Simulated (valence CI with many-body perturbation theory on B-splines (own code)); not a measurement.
# E1 transitions of Bi

Level of theory: valence CI with perturbative core correlation (CI+MBPT): five valence electrons over a frozen Dirac-Fock core [Xe] 4f14 5d10, a basis of 11 s, 11 p, 10 d, 8 f, 5 g, 2 h functions for each j, with the one-electron correlation potential Σ1 (screened to all orders), the two-electron term Σ2, the three-electron term Σ3, Breit, model QED; selected single and double excitations, second order for the rest, scaled by the run's own slope (own B-spline code, finite nucleus).

Set against measurement, 16 paired levels are off by 325 cm⁻¹ on average, the worst by 714. These come from a selection out of the NIST Handbook of Basic Atomic Spectroscopic Data. Levels without a partner in it may be off by more. Among the levels kept, up to 920 cm⁻¹ of a level comes from second order outside the variational space, and about a tenth of that is noise between levels of different J, which matters for small intervals.

Lines 51 to 100 of 212 in falling wavelength, among levels below 55514 cm⁻¹, chosen from the strongest by gf and those to the six lowest levels. Wavelengths and rates use the calculated energies, so an error of 300 cm⁻¹ moves a line at 1646 nm by 4.9 % and its rate by three times that or more. Electric multipoles are in the length gauge, E1 and E2 with the static RPA response of the core. Weak lines are less certain than strong ones. Lines between different terms over intervals too small for the method are left out, as are lines whose strength nearly cancels and 8 of this kind that miss the measured wavelength by over 7 %. The highest levels of a list are the least certain.

Levels are named by their leading jj configuration (3d3/2^4 stands for four electrons in 3d with j = 3/2), which in mixed levels can hold well under half, so a name can repeat and another be missing. Letters in brackets count levels of one name in rising energy.

| λ vac (nm) | λ from measured levels | Upper | Lower | A (s⁻¹) | S (a.u.) with core polarisation | S without |
| --- | --- | --- | --- | --- | --- | --- |
| 2276 |  | (6s^2 6p1/2^2 8p1/2) J=1/2 | (6s^2 6p1/2 6p3/2 7s) J=3/2 [a] | 1.11e+04 | 1.29e-01 | 1.29e-01 |
| 2184 |  | (6s^2 6p1/2^2 9p3/2) J=3/2 | (6s^2 6p1/2 6p3/2 7s) J=5/2 | 1.28e+04 | 2.63e-01 | 2.61e-01 |
| 2146 |  | (6s^2 6p1/2^2 10s) J=1/2 | (6s^2 6p1/2^2 8p1/2) J=1/2 | 4.82e+05 | 4.70e+00 | 4.69e+00 |
| 2129 |  | (6s^2 6p1/2 6p3/2 7p3/2) J=5/2 | (6s^2 6p1/2^2 7d5/2) J=5/2 | 9.09e+02 | 2.60e-02 | 2.60e-02 |
| 2092 |  | (6s^2 6p1/2 6p3/2 7p3/2) J=5/2 | (6s^2 6p1/2^2 7d3/2) J=3/2 | 8.58e+03 | 2.33e-01 | 2.33e-01 |
| 2022 |  | (6s^2 6p1/2 6p3/2 7p1/2) J=3/2 | (6s^2 6p1/2 6p3/2 7s) J=3/2 [b] | 5.16e+04 | 8.42e-01 | 8.42e-01 |
| 2017 |  | (6s^2 6p1/2^2 9d3/2) J=3/2 | (6s^2 6p1/2^2 8p3/2) J=3/2 | 1.75e+05 | 2.84e+00 | 2.84e+00 |
| 2004 |  | (6s^2 6p1/2^2 9d5/2) J=5/2 | (6s^2 6p1/2^2 8p3/2) J=3/2 | 9.23e+05 | 2.20e+01 | 2.20e+01 |
| 2000 |  | (6s^2 6p1/2^2 8p3/2) J=3/2 | (6s^2 6p1/2 6p3/2 7s) J=3/2 [a] | 1.43e+04 | 2.26e-01 | 2.28e-01 |
| 1930 |  | (6s^2 6p1/2^2 10p1/2) J=1/2 | (6s^2 6p1/2 6p3/2 7s) J=3/2 [b] | 2.25e+02 | 1.59e-03 | 1.60e-03 |
| 1890 |  | (6s^2 6p1/2^2 6f5/2) J=5/2 | (6s^2 6p1/2 6p3/2 7s) J=5/2 | 2.28e+02 | 4.56e-03 | 4.55e-03 |
| 1881 |  | (6s^2 6p1/2^2 6f7/2) J=7/2 | (6s^2 6p1/2 6p3/2 7s) J=5/2 | 2.31e+03 | 6.07e-02 | 6.04e-02 |
| 1872 |  | (6s^2 6p1/2^2 11s) J=1/2 | (6s^2 6p1/2^2 8p3/2) J=3/2 | 2.56e+05 | 1.66e+00 | 1.65e+00 |
| 1846 |  | (6s^2 6p1/2^2 10p3/2) J=3/2 | (6s^2 6p1/2 6p3/2 7s) J=3/2 [b] | 3.92e+04 | 4.87e-01 | 4.87e-01 |
| 1845 |  | (6s^2 6p1/2^2 8p3/2) J=3/2 | (6s^2 6p1/2^2 6d5/2) J=5/2 | 1.11e+06 | 1.38e+01 | 1.37e+01 |
| 1797 |  | (6s^2 6p1/2^2 9d3/2) J=3/2 | (6s^2 6p1/2^2 8p1/2) J=1/2 | 5.83e+05 | 6.68e+00 | 6.68e+00 |
| 1751 |  | (6s^2 6p1/2^2 8p1/2) J=1/2 | (6s^2 6p1/2^2 6d3/2) J=3/2 | 1.46e+06 | 7.72e+00 | 7.70e+00 |
| 1704 |  | (6s^2 6p1/2 6p3/2 7p1/2) J=3/2 | (6s^2 6p1/2 6p3/2 7s) J=5/2 | 7.46e+04 | 7.28e-01 | 7.35e-01 |
| 1681 |  | (6s^2 6p1/2^2 11s) J=1/2 | (6s^2 6p1/2^2 8p1/2) J=1/2 | 2.67e+05 | 1.25e+00 | 1.25e+00 |
| 1672 |  | (6s^2 6p1/2 6p3/2 7p3/2) J=5/2 | (6s^2 6p1/2 6p3/2 7s) J=3/2 [b] | 1.32e+04 | 1.83e-01 | 1.84e-01 |
| 1647 |  | (6s^2 6p1/2^2 9p1/2) J=1/2 | (6s^2 6p1/2^2 8s) J=1/2 | 1.11e+05 | 4.89e-01 | 4.95e-01 |
| 1646 | 1600 | (6s^2 6p1/2^2 8s) J=1/2 | (6s^2 6p1/2^2 7p1/2) J=1/2 | 3.84e+06 | 1.69e+01 | 1.69e+01 |
| 1583 |  | (6s^2 6p1/2^2 8p3/2) J=3/2 | (6s^2 6p1/2^2 6d3/2) J=3/2 | 5.83e+04 | 4.56e-01 | 4.55e-01 |
| 1580 |  | (6s^2 6p1/2^2 9p3/2) J=3/2 | (6s^2 6p1/2^2 8s) J=1/2 | 3.55e+05 | 2.77e+00 | 2.78e+00 |
| 1577 |  | (6s^2 6p1/2^2 10p3/2) J=3/2 | (6s^2 6p1/2 6p3/2 7s) J=5/2 | 3.60e+03 | 2.79e-02 | 2.91e-02 |
| 1561 |  | (5f5/2 6s^2 6p1/2^2) J=5/2 | (6s^2 6p1/2 6p3/2 7s) J=3/2 [a] | 7.80e+04 | 8.79e-01 | 8.81e-01 |
| 1522 |  | (6s^2 6p1/2^2 7f7/2) J=7/2 | (6s^2 6p1/2 6p3/2 7s) J=5/2 | 1.49e+03 | 2.07e-02 | 2.09e-02 |
| 1465 |  | (5f5/2 6s^2 6p1/2^2) J=5/2 | (6s^2 6p1/2^2 6d5/2) J=5/2 | 1.13e+06 | 1.05e+01 | 1.06e+01 |
| 1463 |  | (5f7/2 6s^2 6p1/2^2) J=7/2 | (6s^2 6p1/2^2 6d5/2) J=5/2 | 1.71e+07 | 2.11e+02 | 2.12e+02 |
| 1455 |  | (6s^2 6p1/2^2 9p1/2) J=1/2 | (6s^2 6p1/2 6p3/2 7s) J=1/2 | 1.43e+05 | 4.35e-01 | 4.38e-01 |
| 1448 |  | (6s^2 6p1/2 6p3/2 7p3/2) J=5/2 | (6s^2 6p1/2 6p3/2 7s) J=5/2 | 5.41e+03 | 4.87e-02 | 4.97e-02 |
| 1444 | 1534 | (6s^2 6p1/2 6p3/2 7s) J=3/2 [b] | (6s^2 6p1/2^2 7p3/2) J=3/2 | 3.92e+05 | 2.33e+00 | 2.34e+00 |
| 1438 |  | (6s^2 6p1/2 6p3/2 7p1/2) J=1/2 | (6s^2 6p1/2^2 8s) J=1/2 | 8.01e+05 | 2.35e+00 | 2.36e+00 |
| 1402 |  | (6s^2 6p1/2^2 9p3/2) J=3/2 | (6s^2 6p1/2 6p3/2 7s) J=1/2 | 7.50e+05 | 4.09e+00 | 4.11e+00 |
| 1312 |  | (6s^2 6p1/2 6p3/2 7p1/2) J=3/2 | (6s^2 6p1/2^2 8s) J=1/2 | 1.13e+06 | 5.06e+00 | 5.09e+00 |
| 1295 |  | (5f5/2 6s^2 6p1/2^2) J=5/2 | (6s^2 6p1/2^2 6d3/2) J=3/2 | 1.66e+07 | 1.06e+02 | 1.07e+02 |
| 1289 |  | (6s^2 6p1/2 6p3/2 7p1/2) J=1/2 | (6s^2 6p1/2 6p3/2 7s) J=1/2 | 4.32e+06 | 9.14e+00 | 9.19e+00 |
| 1273 |  | (6s^2 6p1/2^2 10p1/2) J=1/2 | (6s^2 6p1/2^2 8s) J=1/2 | 1.71e+04 | 3.48e-02 | 3.58e-02 |
| 1261 |  | (6s^2 6p1/2^2 9p1/2) J=1/2 | (6s^2 6p1/2 6p3/2 7s) J=3/2 [a] | 5.93e+03 | 1.18e-02 | 1.18e-02 |
| 1236 |  | (6s^2 6p1/2^2 10p3/2) J=3/2 | (6s^2 6p1/2^2 8s) J=1/2 | 8.37e+05 | 3.12e+00 | 3.14e+00 |
| 1231 | 1238 | (6s^2 6p1/2^2 7d3/2) J=3/2 | (6s^2 6p1/2^2 7p3/2) J=3/2 | 1.38e+06 | 5.10e+00 | 5.10e+00 |
| 1221 |  | (6s^2 6p1/2^2 9p3/2) J=3/2 | (6s^2 6p1/2 6p3/2 7s) J=3/2 [a] | 2.08e+05 | 7.49e-01 | 7.56e-01 |
| 1219 | 1217 | (6s^2 6p1/2^2 7d5/2) J=5/2 | (6s^2 6p1/2^2 7p3/2) J=3/2 | 7.97e+06 | 4.27e+01 | 4.27e+01 |
| 1201 | 1171 | (6s^2 6p1/2^2 7p1/2) J=1/2 | (6s^2 6p1/2^2 7s) J=1/2 | 1.76e+07 | 3.01e+01 | 3.03e+01 |
| 1187 |  | (6s^2 6p1/2 6p3/2 7p1/2) J=3/2 | (6s^2 6p1/2 6p3/2 7s) J=1/2 | 3.86e+06 | 1.27e+01 | 1.29e+01 |
| 1162 |  | (6s^2 6p1/2^2 9p3/2) J=3/2 | (6s^2 6p1/2^2 6d5/2) J=5/2 | 1.65e+05 | 5.12e-01 | 5.10e-01 |
| 1155 |  | (6s^2 6p1/2^2 10p1/2) J=1/2 | (6s^2 6p1/2 6p3/2 7s) J=1/2 | 1.18e+05 | 1.79e-01 | 1.81e-01 |
| 1143 | 1200 | (6s^2 6p1/2 6p3/2 7s) J=3/2 [b] | (6s^2 6p1/2^2 7p1/2) J=1/2 | 2.57e+06 | 7.57e+00 | 7.61e+00 |
| 1135 |  | (6s^2 6p1/2 6p3/2 7p1/2) J=1/2 | (6s^2 6p1/2 6p3/2 7s) J=3/2 [a] | 1.32e+07 | 1.91e+01 | 1.93e+01 |
| 1125 |  | (6s^2 6p1/2^2 10p3/2) J=3/2 | (6s^2 6p1/2 6p3/2 7s) J=1/2 | 8.05e+04 | 2.26e-01 | 2.30e-01 |
